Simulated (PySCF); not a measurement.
AuI: script and output

Input:

```python
from pyscf import gto, dft

mol = gto.M(
    atom='Au 0 0 0; I 0 0 2.915',
    basis='lanl2dz',
    ecp={'Au': 'lanl2dz', 'I': 'lanl2dz'},
    charge=0,
    spin=0,
    verbose=4,
)
mf = dft.UKS(mol, xc='hcth407')
mf.kernel()
mf.nuc_grad_method().kernel()
mf.dip_moment()
print('orbital energies (hartree):', [e[max(0, n-3):n+3].round(4) for e, n in zip(mf.mo_energy, mol.nelec)])
```

```bash
$ python input.py
```

It prints (some set-up lines and the per-cycle HOMO/LUMO lines with their warnings removed):

```
PySCF version 2.14.0

[INPUT] Symbol           X                Y                Z      unit          X                Y                Z       unit  Magmom
[INPUT]  1 Au     0.000000000000   0.000000000000   0.000000000000 AA    0.000000000000   0.000000000000   0.000000000000 Bohr   0.0
[INPUT]  2 I      0.000000000000   0.000000000000   2.915000000000 AA    0.000000000000   0.000000000000   5.508551653107 Bohr   0.0

nuclear repulsion = 24.1442775479794
number of shells = 11
number of NR pGTOs = 50
number of NR cGTOs = 30
basis = lanl2dz
ecp = {'Au': 'lanl2dz', 'I': 'lanl2dz'}

******** <class 'pyscf.dft.uks.UKS'> ********
method = UKS
initial guess = minao
damping factor = 0
level_shift factor = 0
DIIS = <class 'pyscf.scf.diis.CDIIS'>
SCF conv_tol = 1e-09
SCF max_cycles = 50
number electrons alpha = 13  beta = 13
XC functionals = hcth407

grids dens level: 3
tot grids = 46272
init E= -145.280538858263

cycle= 1 E= -133.658583142803  delta_E= 11.6  |g|= 3.24  |ddm|= 5.49
cycle= 2 E= -137.407234917282  delta_E= -3.75  |g|= 2.36  |ddm|= 6.74
cycle= 3 E= -146.552796035701  delta_E= -9.15  |g|= 0.75  |ddm|=  5.1

cycle= 4 E= -146.644725558446  delta_E= -0.0919  |g|= 0.64  |ddm|= 2.44
cycle= 5 E= -147.340688475885  delta_E= -0.696  |g|= 0.0885  |ddm|= 1.74
cycle= 6 E= -147.312455217126  delta_E= 0.0282  |g|= 0.168  |ddm|= 0.53
cycle= 7 E= -147.354787531634  delta_E= -0.0423  |g|= 0.0125  |ddm|= 0.345
cycle= 8 E= -147.35501877736  delta_E= -0.000231  |g|= 0.0023  |ddm|= 0.0333
cycle= 9 E= -147.355027587009  delta_E= -8.81e-06  |g|= 0.000518  |ddm|= 0.00809
cycle= 10 E= -147.355028053591  delta_E= -4.67e-07  |g|= 4.82e-05  |ddm|= 0.00142
cycle= 11 E= -147.355028054402  delta_E= -8.12e-10  |g|= 2.38e-05  |ddm|= 0.000109
Extra cycle  E= -147.355028046024  delta_E= 8.38e-09  |g|= 7.89e-05  |ddm|= 0.00024
converged SCF energy = -147.355028046024  <S^2> = 1.7763568e-15  2S+1 = 1

******** <class 'pyscf.grad.uks.Gradients'> for <class 'pyscf.dft.uks.UKS'> ********
unit = Eh/Bohr
grid_response = False
--------------- UKS gradients ---------------
         x                y                z
0 Au     0.0000000000    -0.0000000000    -0.0265523382
1 I     0.0000000000    -0.0000000000     0.0265426749
----------------------------------------------
Dipole moment(X, Y, Z, Debye): -0.00000,  0.00000, -2.91589
orbital energies (hartree): [array([-0.2749, -0.2329, -0.2329, -0.1986, -0.0388, -0.0388]), array([-0.2749, -0.2329, -0.2329, -0.1986, -0.0388, -0.0388])]
```

In short: E(SCF) = -147.355028 Eh, 11 cycles, μz(SCF) = -2.92 D, gradient on the second atom 0.0265 Eh/bohr.

Wall time 5.1 s on one thread of a shared host.

The bond length is a typed value, not an optimised one. No search for the lowest solution was made, and open d or f shells often end in a higher one.
